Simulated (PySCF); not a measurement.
CH₆Cl₂Si₂, singlet, at a GFN2-xTB geometry; CASSCF(2,4)+NEVPT2/STO-3G (PySCF).

PySCF was given this input:
```python
from pyscf import gto, scf, mcscf, mrpt
import numpy

mol = gto.Mole()
mol.atom = '''
    Si   -1.751592   -1.567827    0.464264
    C    -0.381626   -1.288572   -0.841994
    Si    0.723611    0.231962   -0.605843
    Cl   -0.399939    1.910059   -0.635225
    Cl    1.684277    0.115206    1.166930
    H    -2.474771   -2.785514    0.087878
    H    -2.667426   -0.427881    0.463911
    H    -1.142615   -1.740994    1.782366
    H    -0.853671   -1.226622   -1.822582
    H     0.249693   -2.176799   -0.868539
    H     1.736540    0.361856   -1.647942
'''
mol.basis = 'sto-3g'
mol.charge = 0
mol.spin = 0
mol.verbose = 4
mol.build()

mf = scf.RHF(mol)
mf.kernel()
mc = mcscf.CASSCF(mf, 4, 2)
mc.fix_spin_(ss=0.0)
mc.kernel()
occ = numpy.linalg.eigvalsh(mc.fcisolver.make_rdm1(mc.ci, mc.ncas, mc.nelecas))[::-1]
ss = mc.fcisolver.spin_square(mc.ci, mc.ncas, mc.nelecas)[0]
print('natural occupations', occ.round(4), ' <S^2>', round(ss, 4))
e2 = mrpt.NEVPT(mc).kernel()
print('E(NEVPT2) = %.10f' % (mc.e_tot + e2))
```

What the program printed (banner, timings and long lists left out):

```
PySCF version 2.14.0

[INPUT] verbose = 4
[INPUT] num. atoms = 11
[INPUT] num. electrons = 74
[INPUT] charge = 0
[INPUT] spin (= nelec alpha-beta = 2S) = 0
[INPUT] symmetry False subgroup None
[INPUT] Mole.unit = angstrom
[INPUT] Symbol           X                Y                Z      unit          X                Y                Z       unit  Magmom
[INPUT]  1 Si    -1.751592000000  -1.567827000000   0.464264000000 AA   -3.310029161979  -2.962763640698   0.877331809495 Bohr   0.0
[INPUT]  2 C     -0.381626000000  -1.288572000000  -0.841994000000 AA   -0.721168622013  -2.435048171783  -1.591138058527 Bohr   0.0
[INPUT]  3 Si     0.723611000000   0.231962000000  -0.605843000000 AA    1.367426610723   0.438344651306  -1.144877344485 Bohr   0.0
[INPUT]  4 Cl    -0.399939000000   1.910059000000  -0.635225000000 AA   -0.755775176532   3.609488391761  -1.200401277477 Bohr   0.0
[INPUT]  5 Cl     1.684277000000   0.115206000000   1.166930000000 AA    3.182822247904   0.217707787907   2.205178106539 Bohr   0.0
[INPUT]  6 H     -2.474771000000  -2.785514000000   0.087878000000 AA   -4.676639411016  -5.263858576142   0.166065352375 Bohr   0.0
[INPUT]  7 H     -2.667426000000  -0.427881000000   0.463911000000 AA   -5.040704597544  -0.808577903905   0.876664736173 Bohr   0.0
[INPUT]  8 H     -1.142615000000  -1.740994000000   1.782366000000 AA   -2.159229415820  -3.290001844511   3.368183593737 Bohr   0.0
[INPUT]  9 H     -0.853671000000  -1.226622000000  -1.822582000000 AA   -1.613204390484  -2.317979638366  -3.444180819562 Bohr   0.0
[INPUT] 10 H      0.249693000000  -2.176799000000  -0.868539000000 AA    0.471851385221  -4.113553938227  -1.641300838504 Bohr   0.0
[INPUT] 11 H      1.736540000000   0.361856000000  -1.647942000000 AA    3.281585004352   0.683808736531  -3.114159049168 Bohr   0.0

nuclear repulsion = 429.796139691973
number of shells = 29
number of NR pGTOs = 141
number of NR cGTOs = 47
basis = sto-3g
ecp = {}

******** <class 'pyscf.scf.hf.RHF'> ********
method = RHF
initial guess = minao
damping factor = 0
level_shift factor = 0
DIIS = <class 'pyscf.scf.diis.CDIIS'>
diis_start_cycle = 1
diis_space = 8
diis_damp = 0
SCF conv_tol = 1e-09
SCF conv_tol_grad = None
SCF max_cycles = 50
direct_scf = True
direct_scf_tol = 1e-13
Set gradient conv threshold to 3.16228e-05
Initial guess from minao.
init E= -1520.73822784261
  HOMO = -0.335513120619402  LUMO = 0.147218698468435  gap/eV = 13.13580
cycle= 1 E= -1521.35262694443  delta_E= -0.614  |g|= 0.312  |ddm|= 3.65
  HOMO = -0.365399847275094  LUMO = 0.281094987782847  gap/eV = 17.59202
cycle= 2 E= -1521.40502475139  delta_E= -0.0524  |g|= 0.0617  |ddm|= 0.772
  HOMO = -0.366729139060902  LUMO = 0.320596071992503  gap/eV = 18.70307
cycle= 3 E= -1521.40682575932  delta_E= -0.0018  |g|= 0.0154  |ddm|= 0.125
  HOMO = -0.36817985713737  LUMO = 0.319033959666616  gap/eV = 18.70004
cycle= 4 E= -1521.40699371111  delta_E= -0.000168  |g|= 0.00252  |ddm|= 0.0494
  HOMO = -0.368964254554113  LUMO = 0.318544269662423  gap/eV = 18.70806
cycle= 5 E= -1521.40699735174  delta_E= -3.64e-06  |g|= 0.00072  |ddm|= 0.00658
  HOMO = -0.368863699151807  LUMO = 0.318588360475783  gap/eV = 18.70652
cycle= 6 E= -1521.40699767467  delta_E= -3.23e-07  |g|= 0.00014  |ddm|= 0.00197
  HOMO = -0.368883572942784  LUMO = 0.31857591095228  gap/eV = 18.70673
cycle= 7 E= -1521.40699769188  delta_E= -1.72e-08  |g|= 1.89e-05  |ddm|= 0.000539
  HOMO = -0.368887048354066  LUMO = 0.318567234569289  gap/eV = 18.70658
cycle= 8 E= -1521.40699769217  delta_E= -2.94e-10  |g|= 2.78e-06  |ddm|= 6.31e-05
  HOMO = -0.368887217021412  LUMO = 0.318567161124018  gap/eV = 18.70659
Extra cycle  E= -1521.40699769217  delta_E= 4.55e-13  |g|= 9.8e-07  |ddm|= 6.72e-06
converged SCF energy = -1521.40699769217

******** <class 'pyscf.mcscf.mc1step.CASSCF'> ********
CAS (1e+1e, 4o), ncore = 36, nvir = 7
max_cycle_macro = 50
max_cycle_micro = 4
conv_tol = 1e-07
conv_tol_grad = None
orbital rotation max_stepsize = 0.02
orbital rotation threshold for CI restart = 0.01
augmented hessian ah_max_cycle = 30
augmented hessian ah_conv_tol = 1e-12
augmented hessian ah_linear dependence = 1e-14
augmented hessian ah_level shift = 1e-08
augmented hessian ah_start_tol = 2.5
augmented hessian ah_start_cycle = 3
augmented hessian ah_grad_trust_region = 3
kf_trust_region = 3
kf_interval = 4
ci_response_space = 4
ci_grad_trust_region = 3
with_dep4 0
natorb = False
canonicalization = True
sorting_mo_energy = False
ao2mo_level = 2
internal_rotation = False
******** <class 'pyscf.fci.addons.SpinPenaltyFCISolver'> ********
max. cycles = 50
conv_tol = 1e-08
davidson only = True
linear dependence = 1e-12
level shift = 0.001
max iter space = 12
nroots = 1
pspace_size = 400
spin = None
CASCI E = -1521.40777960401  S^2 = 0.0000000
Set conv_tol_grad to 0.000316228
macro iter   1 ( 21 JK    4 micro), CASSCF E = -1521.41246959165  dE = -4.68998764e-03  S^2 = 0.0000000
               |grad[o]|=0.00281  |grad[c]|=0.0442  |ddm|=0.0366  |maxRot[o]|=0.295
macro iter   2 ( 21 JK    4 micro), CASSCF E = -1521.41852083040  dE = -6.05123875e-03  S^2 = 0.0000000
               |grad[o]|=0.0091  |grad[c]|=0.0482  |ddm|=0.013  |maxRot[o]|=0.226
macro iter   3 ( 21 JK    4 micro), CASSCF E = -1521.42058684893  dE = -2.06601853e-03  S^2 = 0.0000000
               |grad[o]|=0.00741  |grad[c]|=0.0161  |ddm|=0.005  |maxRot[o]|=0.285
macro iter   4 ( 21 JK    4 micro), CASSCF E = -1521.42126915232  dE = -6.82303395e-04  S^2 = 0.0000000
               |grad[o]|=0.00367  |grad[c]|=0.00424  |ddm|=0.0016  |maxRot[o]|=0.278
macro iter   5 ( 13 JK    3 micro), CASSCF E = -1521.42132030701  dE = -5.11546868e-05  S^2 = 0.0000000
               |grad[o]|=0.00124  |grad[c]|=0.000844  |ddm|=0.000784  |maxRot[o]|=0.0613
macro iter   6 (  7 JK    2 micro), CASSCF E = -1521.42132151610  dE = -1.20909044e-06  S^2 = 0.0000000
               |grad[o]|=0.000168  |grad[c]|=7.27e-05  |ddm|=0.000129  |maxRot[o]|=0.00743
macro iter   7 (  1 JK    1 micro), CASSCF E = -1521.42132151616  dE = -5.72981662e-11  S^2 = 0.0000000
               |grad[o]|=2.02e-05  |grad[c]|=8.05e-06  |ddm|=7.89e-06  |maxRot[o]|=    0
1-step CASSCF converged in   7 macro (105 JK  22 micro) steps
CASSCF canonicalization
Density matrix diagonal elements [1.97755543e+00 6.23255317e-03 7.30709709e-04 1.54813114e-02]
CASSCF energy = -1521.42132151616
CASCI E = -1521.42132151616  E(CI) = -1.58783774438325  S^2 = 0.0000000
natural occupations [1.9776e+00 2.1100e-02 7.0000e-04 6.0000e-04]  <S^2> 0.0

******** <class 'pyscf.mrpt.nevpt2.NEVPT'> ********
NEVPT2 (1e+1e, 4o), ncore = 36, nvir = 7
root = 0
Natural occ [1.97757778e+00 2.10920501e-02 7.30709709e-04 5.99456350e-04]
Natural orbital (expansion on meta-Lowdin AOs) in CAS space
               #1        #2        #3        #4
0 Si 1s         -0.00012  -0.00000   0.00000  -0.00053
0 Si 2s          0.00147  -0.00021  -0.00000   0.00340
0 Si 3s         -0.03018  -0.00599   0.00000  -0.23042
0 Si 2px         0.00284   0.00054   0.00121   0.00701
0 Si 2py         0.00182   0.00079  -0.00104   0.00091
0 Si 2pz        -0.00147   0.00016   0.00105  -0.00720
0 Si 3px        -0.02274  -0.02323  -0.03009  -0.25412
0 Si 3py         0.02192  -0.01756   0.02592  -0.01548
0 Si 3pz         0.04813   0.00938  -0.02602   0.27848
1 C 1s           0.00315  -0.00533   0.00000   0.00077
1 C 2s           0.30111   0.32846  -0.00000  -0.06277
1 C 2px          0.36950   0.32234   0.29090  -0.19692
1 C 2py          0.54874   0.47439  -0.25051   0.10456
1 C 2pz          0.11919   0.09968   0.25153   0.33189
2 Si 1s          0.00017  -0.00099   0.00000   0.00004
2 Si 2s         -0.00006   0.00546  -0.00000  -0.00019
2 Si 3s          0.34046  -0.43743   0.00000   0.01239
2 Si 2px         0.00969  -0.01002  -0.00948   0.00741
2 Si 2py         0.01225  -0.01234   0.00816  -0.00451
2 Si 2pz         0.00100  -0.00071  -0.00820  -0.01306
2 Si 3px        -0.33489   0.35029   0.36438  -0.24373
2 Si 3py        -0.42342   0.43579  -0.31379   0.18823
2 Si 3pz        -0.03440   0.02891   0.31507   0.46934
3 Cl 1s         -0.00006   0.00010   0.00021  -0.00014
3 Cl 2s          0.00103  -0.00157  -0.00349   0.00233
3 Cl 3s         -0.02293   0.02973   0.09468  -0.06256
3 Cl 2px        -0.00037   0.00023  -0.00273   0.00183
3 Cl 2py        -0.00279   0.00348   0.00517  -0.00346
3 Cl 2pz        -0.00008   0.00003   0.00115   0.00182
3 Cl 3px         0.01612  -0.00621   0.11360  -0.08316
3 Cl 3py         0.11251  -0.13370  -0.21493   0.14579
3 Cl 3pz         0.00367   0.00055  -0.04965  -0.07647
4 Cl 1s         -0.00006   0.00010  -0.00021  -0.00014
4 Cl 2s          0.00103  -0.00157   0.00349   0.00233
4 Cl 3s         -0.02293   0.02973  -0.09468  -0.06256
4 Cl 2px        -0.00195   0.00243  -0.00224  -0.00330
4 Cl 2py        -0.00143   0.00159  -0.00088   0.00095
4 Cl 2pz        -0.00144   0.00193  -0.00545  -0.00261
4 Cl 3px         0.07846  -0.09411   0.09189   0.13765
4 Cl 3py         0.05882  -0.05800   0.03797  -0.04437
4 Cl 3pz         0.05758  -0.07546   0.22733   0.11446
5 H 1s           0.04947   0.02115  -0.00000   0.09712
6 H 1s          -0.01603   0.00165  -0.01282   0.02281
7 H 1s          -0.01603   0.00165   0.01282   0.02281
8 H 1s          -0.04765  -0.01145   0.39679   0.24893
9 H 1s          -0.04765  -0.01145  -0.39679   0.24893
10 H 1s         -0.10007   0.09386   0.00000   0.33882
<CAS-nat-orb|mo-hf>  37     28      -0.42309612
<CAS-nat-orb|mo-hf>  37     29      -0.40733828
<CAS-nat-orb|mo-hf>  37     37       0.63012386
<CAS-nat-orb|mo-hf>  38     40       0.63268908
<CAS-nat-orb|mo-hf>  38     41       0.44995182
<CAS-nat-orb|mo-hf>  39     39       0.80473887
<CAS-nat-orb|mo-hf>  39     46       0.57451236
<CAS-nat-orb|mo-hf>  40     38       0.41864672
<CAS-nat-orb|mo-hf>  40     40       0.67494034
Sr    (-1)',   E = -0.00000000048678
Si    (+1)',   E = -0.00277470784216
Sijrs (0)  ,   E = -0.07112045530018
Sijr  (+1) ,   E = -0.03279255325345
Srsi  (-1) ,   E = -0.00172350094194
Srs   (-2) ,   E = -0.00010758402996
Sij   (+2) ,   E = -0.01035625750316
Sir   (0)' ,   E = -0.01455737345897
Nevpt2 Energy = -0.133432432816603
E(NEVPT2) = -1521.5547539490
```
